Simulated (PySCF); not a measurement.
A calculated (revPBE, PySCF 2.14, def2-QZVPPD, the non-relativistic Hamiltonian (point nucleus)) atom or ion has these occupied shells.

```
shell  electrons  orbital energy (eV)  rms radius, mean of both spins (bohr)
 1s α          1              -5335.5                                 0.0776
 1s β          1              -5335.5                                 0.0776
 2s α          1              -604.16                                  0.338
 2s β          1              -603.17                                  0.338
 2p α          3              -510.80                                  0.305
 2p β          3              -510.02                                  0.305
 3s α          1              -78.826                                   1.03
 3s β          1              -75.962                                   1.03
 3p α          3              -53.504                                   1.11
 3p β          3              -50.656                                   1.11
 3d α          3              -15.054                                   1.52
 4p α          1               -8.059                                   3.91
```

Name the element and its charge.

V⁺ (vanadium, charge +1), in [Ar] 3d3 4p1, one real determinant (an excited configuration).
